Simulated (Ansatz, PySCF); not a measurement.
This PySCF input computes a r2SCAN/def2-TZVPD energy:

```python
from pyscf import gto, scf, dft

mol = gto.M(
    atom='''
    Na   -0.00000000   -0.00000000   -0.86720303
    F     0.00000000    0.00000000    1.05991481
    ''',
    basis='def2-tzvpd',
    charge=0,
    spin=0,
    verbose=4,
)

mf = dft.RKS(mol, xc='r2scan').density_fit(auxbasis='def2-universal-jkfit')
mf.grids.level = 4
mf.conv_tol = 1e-9
mf.max_cycle = 100
mf.max_memory = 1500
mf.kernel()
if not mf.converged:
    mf = mf.newton()
    mf.kernel(mf.make_rdm1())
mf.analyze()
```

Task: Write an input for the same energy in Ansatz (an electronic-structure program) and say what it gives.

Result: 
Ansatz 0.2 input:
```yaml
crystal:
  periodic: [false, false, false]
  atoms:
    - {symbol: Na, position_ang: [-0.00000000, -0.00000000, -0.86720303]}
    - {symbol: F, position_ang: [0.00000000, 0.00000000, 1.05991481]}
basis:
  gaussian:
    orbitals: def2-TZVPD
hamiltonian:
  xc: {name: r2SCAN}
output: {forces: true}
```
It gives -262.15103 Eh, and PySCF -262.15107 Eh, a difference of 0.04 mEh, from the treatment of integrals and grids.
